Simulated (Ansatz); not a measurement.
Molecule: sum formula H8Si3O2, charge 0, multiplicity 1. 
Geometry from a B3LYP-D3(BJ)/def2-TZVP (Ansatz, an electronic-structure program) optimisation:
SMILES: [SiH3]O[SiH2]O[SiH3]
```xyz
13

Si     2.3798     0.0660    -0.5271
O      1.1879     0.5535     0.4892
Si    -0.1610     0.1495     1.3119
O     -1.2904    -0.4613     0.3064
Si    -2.1842    -0.2465    -1.0522
H      1.8508    -0.0383    -1.9058
H      2.9038    -1.2542    -0.1052
H      3.4646     1.0685    -0.4845
H      0.1540    -0.8955     2.3044
H     -0.6717     1.3788     1.9477
H     -2.7486     1.1232    -1.0824
H     -3.2811    -1.2368    -1.0471
H     -1.3350    -0.4491    -2.2477
```
Charge 0, spin multiplicity 1.

Wanted: atomisation energy (electronic, to ground-state atoms); the coupled-cluster value holds the core correlation from cc-pwCVTZ, in kcal/mol. Correlated levels leave the core frozen unless marked. Open shells are spin-unrestricted. Spin-orbit coupling is left out. No relativistic terms. CBS(X,Y): correlation extrapolated as X^-3; Hartree-Fock from the larger set.

Level to compare with: CCSD(T)/CBS(cc-pV(T+d)Z,cc-pV(Q+d)Z) plus the core term (Ansatz), 1083.0 kcal/mol. It is a level with limits of its own, and the differences hold the functionals' basis error too.

### Question
Rank these functionals by how close they come to CCSD(T)/CBS(cc-pV(T+d)Z,cc-pV(Q+d)Z), closest first: HSE06/def2-TZVPD (Ansatz); wB97X/def2-TZVPD (Ansatz); wB97M-V/def2-TZVPD (Ansatz); revPBE/def2-TZVPD (Ansatz).

### Answer
wB97M-V/def2-TZVPD (range-separated hybrid meta-GGA with VV10, 1075.2 kcal/mol, difference -7.8), wB97X/def2-TZVPD (range-separated hybrid, 1073.5 kcal/mol, difference -9.5), HSE06/def2-TZVPD (screened hybrid, 1046.5 kcal/mol, difference -36.5), revPBE/def2-TZVPD (GGA, 1019.0 kcal/mol, difference -64.0)
